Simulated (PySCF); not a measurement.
Compounds:
1. `InChI=1S/C3H2ClOP/c4-3-1-6-2-5-3/h1-2H`
2. SMILES C=[PH3], CH₅P
3. `C[C@@H]1C[C@@H]2CC[C@H]1N2`, C₇H₁₃N
4. SMILES [BH3-][P@+]12CC[C@H](CC1)C2, C₆H₁₄BP
5. `C[SiH2]S[C@]12C[C@H]1C2`, C₅H₁₀SSi
6. `C=N[Si@H](C#C)Cl`, C₃H₄ClNSi

Non-relativistic, a single conformation, rapidly exchanging positions averaged, no solvent model. NMR shieldings at PBE0/pcSseg-1/GIAO; geometry from PBE0-D3(BJ)/def2-SVP; PySCF.

References, each an isolated molecule treated in the same way: ¹H (σ = 31.27 ppm), ¹³C (σ = 184.41 ppm) vs TMS. Carbons bonded to boron are broad in practice. Shifts are as computed. Against solution values, carbons near 30 ppm lie about +2 ppm off and those near 130 ppm about +5 ppm; carbons on Cl a further +5 ppm. Of 1313 compounds with measured shifts, 239 miss one by over three times the rms of a fit or turn the order of signals round; such compounds aren't used in these exercises. Carbons bonded to Cl come out too deshielded. OH and NH positions are gas-phase values without hydrogen bonding to other molecules.

(1) Which show a ¹H signal between 6.5 and 9 ppm from a carbon-bound hydrogen?

(2) Which show a ¹³C signal between 100 and 160 ppm?

(3) Which give exactly 7 ¹³C signals?

## Answers

(1) 1 (8.59, 6.86: hydrogen on an aromatic CH next to the ring oxygen, hydrogen on an aromatic CH); 6 (8.65, 8.64: hydrogen on a C=N carbon).

(2) 1 (152.8, 125.6: aromatic carbon bearing chlorine, aromatic CH); 6 (106.3: terminal alkyne carbon).

(3) 3 (δ 62.8, 59.4, 40.5, 36.0, 34.3, 26.6, 18.6).
